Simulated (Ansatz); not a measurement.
Cost and result for the atomization energy of C2H2OSe (`OC#C[SeH]`) (6 atoms, 5 bonds).

Total charge 0; spin multiplicity 1. Correlated methods include outer-core shells of Se, which these sets cover unevenly. Scalar relativity is left out up to krypton. The structure was optimised at the PBE0-D4/def2-TZVP level. It is one conformer, not always the lowest. Program: Ansatz. All runs use 2 threads of an AMD EPYC 7B13 on a shared host. Times are those of one run each, without the atoms' runs, and a repeat can differ threefold. Electronic energies, without spin–orbit coupling; frozen cores. CCSD(T)/CBS adds CCSD(T) − MP2 in def2-TZVPP to the MP2 limit, and its time is that of the two runs behind it. T1 = 0.012. With those shells the extrapolation isn't a true limit. HSE06 is the plane-wave form, built on full-range PBE exchange.

CCSD(T)/CBS is a level of theory with its own doubt, some kJ/mol a heavy atom from the limit and from the frozen cores, so smaller differences don't rank the functionals.

```
                             level  functions  wall time
   PBE-D4/def2-TZVPP (with forces)        169      1.9 s
               BHLYP-D4/def2-TZVPP        169      2.2 s
               HSE06-D4/def2-TZVPP        169      2.3 s
           CAM-B3LYP-D4/def2-TZVPP        169      2.6 s
r2SCAN-D4/def2-TZVPP (with forces)        169      3.4 s
                  CCSD(T)/def2-SVP         84      3.4 s
                 B2PLYP/def2-TZVPP        169      3.9 s
                 B97M-V/def2-TZVPP        169      5.5 s
                ωB97X-V/def2-TZVPP        169      5.5 s
  ωB97M-V/def2-TZVPP (with forces)        169        7 s
                    MP2/def2-QZVPP        320       12 s
                CCSD(T)/def2-TZVPP        169       44 s
                 CCSD(T)/CBS(def2)          –       56 s
```

Q: What atomization energy does each give, and how far from CCSD(T)/CBS? (Best estimate.)

A: The calculation gave: 
```tsv
level	atomization (kcal/mol)	difference from CCSD(T)/CBS	per bond
PBE-D4/def2-TZVPP (with forces)	568.0	28.7	5.7
BHLYP-D4/def2-TZVPP	507.2	-32.1	-6.4
HSE06-D4/def2-TZVPP	545.7	6.4	1.3
CAM-B3LYP-D4/def2-TZVPP	539.0	-0.3	-0.1
r2SCAN-D4/def2-TZVPP (with forces)	542.9	3.6	0.7
CCSD(T)/def2-SVP	504.6	-34.7	-6.9
B2PLYP/def2-TZVPP	534.4	-4.9	-1.0
B97M-V/def2-TZVPP	539.3	0.0	0.0
ωB97X-V/def2-TZVPP	538.7	-0.6	-0.1
ωB97M-V/def2-TZVPP (with forces)	539.3	0.0	0.0
MP2/def2-QZVPP	553.8	14.5	2.9
CCSD(T)/def2-TZVPP	521.5	-17.8	-3.6
CCSD(T)/CBS(def2)	539.3	0.0	0.0
```

From BLYP to BHLYP (50 % exact exchange), in def2-TZVPP and without D4, the atomization energy moves by −36.7 kcal/mol: exact exchange takes away binding that semilocal exchange gives to molecules. Leaving LDA and LC-ωPBE aside and taking each functional with its dispersion term where it has one, the values spread over 60.8 kcal/mol, from BHLYP-D4 to PBE-D4. LDA lies +88.1 kcal/mol from PBE without D4, its usual overbinding. In def2-TZVPP, CCSD(T) changes the Hartree–Fock value by +178.2 kcal/mol (the triples alone add +14.8 kcal/mol) and MP2 by +200.1 kcal/mol; breaking electron pairs costs correlation energy, which Hartree–Fock lacks.
